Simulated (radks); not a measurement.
Effect of the nuclear size on the arsenic ion As2+, [Ar] 3d10 4s2 4p1. Calculated with a radial shooting solver on a logarithmic mesh with Libxc functionals: Dirac Kohn-Sham, LDA (Slater exchange, Perdew-Wang correlation), spin-unpolarised, spherical densities, finite nucleus; open shells are shared between the two j in proportion to 2j + 1; Fermi nuclear charge, rms radius 4.0968 fm. The rms radius is varied about that value; shifts are against it.

| rms radius (fm) | total energy shift (eV) | density at nucleus (e/bohr^3) | 1s1/2 shift (meV) | 2s1/2 shift (meV) | 3p1/2 shift (meV) | 4s1/2 shift (meV) |
|---|---|---|---|---|---|---|
| 3.47 | -0.112 | 3.579e+04 | -47.5 | -4.66 | 0.078 | -0.064 |
| 3.7117 | -0.0707 | 3.563e+04 | -30.0 | -2.95 | 0.049 | -0.041 |
| 4.0968 | 0 | 3.539e+04 | 0.000 | 0.000 | 0.000 | 0.000 |
| 4.4409 | 0.0687 | 3.52e+04 | 29.2 | 2.87 | -0.048 | 0.040 |
| 4.781 | 0.142 | 3.503e+04 | 60.2 | 5.91 | -0.098 | 0.082 |

Slopes of the eigenvalues against <r^2> in GHz/fm^2, as finite differences over the two radii next to the reference (eigenvalue slopes, not the field-shift constants of lines): 1s1/2 2410, 2s1/2 237, 3p1/2 -3.94, 4s1/2 3.27.
